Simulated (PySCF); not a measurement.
**Structure elucidation problem**

Molecular formula: C$_{7}$H$_{4}$F$_{4}$O$_{2}$. Simulated spectra:

1H NMR (400 MHz, computed): δ 6.56 (m, 1H), 6.27 (m, 1H), 4.97 (m, 1H), 4.92 (m, 1H).

13C{1H} NMR (computed): δ 201.2 (C), 184.9 (C), 129.9 (C), 122.9 (CH), 117.3 (CH), 85.2 (CH), 84.8 (CH).

Gas phase, relativity neglected, equivalent nuclei averaged, one computed conformer. Geometry: GFN2-xTB; PBE0/pcSseg-1 with gauge-including orbitals; PySCF 2.14.

References, each an isolated molecule treated in the same way: TMS for 1H (31.72 ppm) and 13C (186.93 ppm).

Propose a structure and justify it.

## Answers


1. The formula gives 4 degrees of unsaturation (2 rings in the answer).
2. 7 carbon signals for 7 carbons: no two carbons are equivalent.
3. Carbon types of the structure: 3 × C, 4 × CH, which accounts for all hydrogens.
4. δC 201.2: fully substituted alkene carbon.
5. δC 184.9: alkene carbon bearing oxygen; an sp2 carbon further deshielded by the attached heteroatom.
6. δC 129.9: CF3 carbon; 4 electronegative neighbours deshield it.
7. δC 122.9: β carbon of an enol-ether or enamine type C=C.
8. δC 117.3: alkene CH; as expected for a trigonal carbon in a double bond.
9. δC 85.2, 84.8: allylic sp3 CH bonded to O; pulled downfield by the heteroatom.
10. δH 4.97, 4.92: hydrogen on an allylic sp3 CH bonded to O; its carbon carries O, hence the downfield position.

These data were computed for `FC1=C[C@@H]2O[C@H]1C=C2OC(F)(F)F`.

The data come from this structure; uniqueness wasn't tested.

Splittings by 19F in the carbon and heteronuclear signals aren't shown, as no couplings were computed. Shifts are as computed. Against solution values, carbons near 30 ppm lie about +3 ppm off and those near 130 ppm about +5 ppm. Of 1211 compounds with measured shifts, 218 miss one by over three times the rms of a fit or turn the order of signals round; such compounds aren't used in these exercises. No couplings were computed; multiplicities are counted from neighbouring protons, with m where these are inequivalent, close in shift, in a saturated or five-membered ring or joined by F or P, and br s for small geminal =CH2 splittings.
